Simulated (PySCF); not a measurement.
Te(Et)(OH) (C2H6OTe), SMILES CC[Te]O.

Geometry: PBE-D3(BJ)/def2-SVP. The def2 effective core potentials stand for the cores of Te; spin–orbit coupling is left out. The values are those of a single conformer.

All values below come from PySCF 2.14.0 with PBE-D3(BJ)/def2-SVP.

Frequencies are harmonic and unscaled.

Computed vibrational spectrum:
```
mode  ν (cm⁻¹)  IR (km/mol)  moving atoms (share of kinetic energy)
----  --------  -----------  --------------------------------------
1           65          0.4                  H 38 %, C 34 %, O 24 %
2          165          3.0                  O 54 %, C 21 %, H 21 %
3          249          4.0                          H 82 %, C 16 %
4          271          0.0                 C 49 %, H 33 %, Te 14 %
5          384         80.8                                  H 92 %
6          476          8.0                          C 69 %, H 23 %
7          561         33.1                         O 87 %, Te 11 %
8          699          8.1                          H 84 %, C 15 %
9          916          8.9                          H 87 %, C 13 %
10         948          3.5                          H 83 %, C 17 %
11         977         43.4                                  H 94 %
12        1038          1.1                          C 73 %, H 27 %
13        1159         37.8                          H 72 %, C 28 %
14        1200          4.8                          H 77 %, C 23 %
15        1331          4.2                          H 80 %, C 20 %
16        1389          1.7                          H 89 %, C 11 %
17        1408          9.5                                  H 97 %
18        1432          3.5                                  H 96 %
19        2962         28.0                                  H 97 %
20        2997          9.2                                  H 95 %
21        3046          9.1                           H 91 %, C 9 %
22        3058          1.9                           H 91 %, C 9 %
23        3076         10.7                          H 90 %, C 10 %
24        3686         65.8                                  H 94 %
```
